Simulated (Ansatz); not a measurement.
Job for Ansatz (an electronic-structure program): R-r2SCAN/def2-TZVPPD on C3H10O (a complex), monomers drawn apart or pushed together. Files ending in .json are basis or fitting sets from the Basis Set Exchange.

Ansatz 0.2 input:
```yaml
crystal:
  periodic: [false, false, false]
  atoms:
    - {symbol: C, position_ang: [0.10011535, 0.04827125, -0.37655289]}
    - {symbol: H, position_ang: [1.14705982, 0.28507369, -0.56453862]}
    - {symbol: H, position_ang: [-0.50866659, 0.43419237, -1.19349579]}
    - {symbol: H, position_ang: [-0.01936544, -1.03351848, -0.31961153]}
    - {symbol: H, position_ang: [-0.21394075, 0.50107125, 0.56259293]}
    - {symbol: C, position_ang: [1.05905958, 0.21456993, 4.28715378]}
    - {symbol: O, position_ang: [-0.32576749, 0.43981387, 4.14235901]}
    - {symbol: C, position_ang: [-1.08069739, -0.74422994, 4.27324057]}
    - {symbol: H, position_ang: [1.43422897, -0.47651933, 3.52123464]}
    - {symbol: H, position_ang: [1.29503594, -0.19959048, 5.27623021]}
    - {symbol: H, position_ang: [1.55936682, 1.17514296, 4.17455554]}
    - {symbol: H, position_ang: [-0.80304448, -1.48242796, 3.50968402]}
    - {symbol: H, position_ang: [-2.12909247, -0.47867522, 4.14618888]}
    - {symbol: H, position_ang: [-0.94276775, -1.19865941, 5.26318998]}
basis:
  gaussian:
    orbitals: def2-TZVPPD.json
hamiltonian:
  xc: {name: r2SCAN}
scf: {lower_state_search: off}
```

The head of its log:

```
WARN ansatz: RAYON_NUM_THREADS=1 ignored (pool sized by the plan → 1); use --threads N
Functional definition: r2SCAN
these checks for a lower state are left out or cut short: stability, starts, cluster_reference, orbital_swaps, neighbouring_geometries, increment
integrals: 0.21 GiB planned
1296 factors; their error is unknown
mean field: 1.83 GiB planned
mean field evaluation 1: about -5306.5943 eV, gradient 7.7e1 eV
mean field evaluation 2: about -5296.9754 eV, gradient 9.8e1 eV
```

Task: What total energy does the run end on?

Result: -195.4980 hartree.
